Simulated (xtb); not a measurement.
CH₂NO (SMILES [NH2+]=C=O), charge +1, singlet, geometry from GFN2-xTB. Base run: xtb with GFN0-xTB.

Here is a job for xtb.
```
$ xtb mol.xyz --gfn 0 --chrg 1 --json

# file mol.xyz
5

N     -1.10115798     0.01988059    -0.05087399
C      0.14673069    -0.00264911     0.00677902
O      1.26458833    -0.02283120     0.05842455
H     -1.63107822     0.89621965    -0.02770100
H     -1.65790664    -0.83683948    -0.12425157
```

Each row names what was changed in the base input (with any setting that the change needs).

| change | ΔE vs base (kcal/mol) | HOMO-LUMO gap (eV) |
|---|---|---|
| base | 0.000 | 5.33 |
| etemp = 3000 | -0.001 | 5.33 |
| etemp = 5000 | -0.086 | 5.33 |
| file = coord | 0.000 | 5.33 |
| etemp = 1000 | 0.000 | 5.33 |
| etemp = 10 | 0.000 | 5.33 |
| etemp = 10000 | -4.76 | 5.33 |
